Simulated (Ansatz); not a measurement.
Basis-set extrapolation for C2H6AlFO2 (PBE0-D4/def2-TZVP geometry, frozen core, Ansatz). Multiplicity 1, RHF reference.

|  | def2-TZVPP | def2-QZVPP |
| --- | --- | --- |
| HF | -570.513331 | -570.536014 |
| MP2 correlation | -1.139154 | -1.229445 |
| CCSD(T) correlation | -1.214576 | not run |

Energies in hartree. Use E(X) = E(∞) + A·exp(−7.88·√X) for Hartree–Fock and E(X) = E(∞) + B·X^(−2.97) for correlation, with X = 3 and 4, and add CCSD(T) minus MP2 of the smaller set to the MP2 limit.

Task: What is the CCSD(T) energy at the basis-set limit?

Result: HF limit: -570.536014 + (-0.022683) × 0.13774 = -570.53914. MP2 limit: -1.229445 + (-0.090291) × 0.74074 = -1.29633. Higher-order term: -1.214576 − (-1.139154) = -0.07542. Total: -571.91089 hartree, 480.4 kJ/mol below CCSD(T)/def2-TZVPP.
